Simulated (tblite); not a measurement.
C6H13NOSi.
Numbering: `[CH2:1]=[CH:2][CH2:3][SiH2:4][N:5]([CH3:6])[C:7]([CH3:8])=[O:9]` (hydrogens: H10, H11 on C1; H12 on C2; H13, H14 on C3; H15, H16 on Si4; H17, H18, H19 on C6; H20, H21, H22 on C8)

Structure optimised with GFN2-xTB, isolated species.

Q: Give the optimised bond lengths and angles.

A: 
| bond | length (Å) | order |
| --- | --- | --- |
| C1=C2 | 1.322 | double |
| C2–C3 | 1.488 | single |
| C3–Si4 | 1.909 | single |
| Si4–N5 | 1.776 | single |
| N5–C6 | 1.437 | single |
| N5–C7 | 1.339 | single |
| C7–C8 | 1.502 | single |
| C7=O9 | 1.227 | double |
| C1–H10 | 1.077 | single |
| C1–H11 | 1.078 | single |
| C2–H12 | 1.083 | single |
| C3–H13, C3–H14 | 1.089 | single |
| Si4–H15 | 1.455 | single |
| Si4–H16 | 1.474 | single |
| C6–H17, C6–H18, C6–H19 | 1.091 | single |
| C8–H20, C8–H21, C8–H22 | 1.088 | single |

Bonds in one row agree within 0.01 Å and their mean is given. Orders are formal, as drawn. A selection of angles:
| angle | degrees |
| --- | --- |
| C1–C2–C3 | 124.9 |
| C2–C3–Si4 | 110.6 |
| C3–Si4–N5 | 111.6 |
| Si4–N5–C6 | 128.1 |
| Si4–N5–C7 | 108.0 |
| C6–N5–C7 | 123.9 |
| N5–C7–C8 | 120.2 |
| N5–C7–O9 | 116.4 |
| C8–C7–O9 | 123.4 |

Dihedral angles: C1–C2–C3–Si4 102° (anticlinal); C2–C3–Si4–N5 47° (synclinal); C3–Si4–N5–C6 -109° (anticlinal); Si4–N5–C7–C8 179° (antiperiplanar). The mirror-image conformer, all signs reversed, is as good.

Si4 and O9 aren't drawn bonded (3 bonds apart) but lie 2.50 Å from each other; Cordero's covalent radii sum to 1.77 Å. Si4 (SiH2 silicon) is distorted tetrahedral (angles from 99.7° to 115.8°). The C–C distances run from 1.322 Å (C1=C2, drawn double) to 1.502 Å (C7–C8, drawn single), a spread of 0.180 Å. The 2 C–N bonds span 1.339 Å (N5–C7, drawn single) to 1.437 Å (N5–C6, drawn single), a spread of 0.098 Å. Of the pairs four or more bonds apart, those above aside, C3···O9 is among the closest relative to their van der Waals radii: 3.05 Å, 95 % of the sum of Bondi's values. N5 (amide nitrogen) is planar (angles 128.1°, 123.9° and 108.0°, sum 360.0°, 0.00 Å off the plane of its three neighbours).

Point group: C1 (no symmetry element, even within 0.4 Å). Its GFN2-xTB frequencies are all real (lowest 22 cm⁻¹). The numbers are those of one conformer. 3 starts were optimised and ended at 0.00, 4.62 and 5.63 kcal/mol (GFN2-xTB); the lowest of these is shown.

Hardware: an Arm Neoverse V1 with one thread, shared host with 32 logical CPUs at a one-minute load of 22. Cost: 1.0 s of wall time. These figures are those of the optimisation.

The numbers are calculated, not measured.
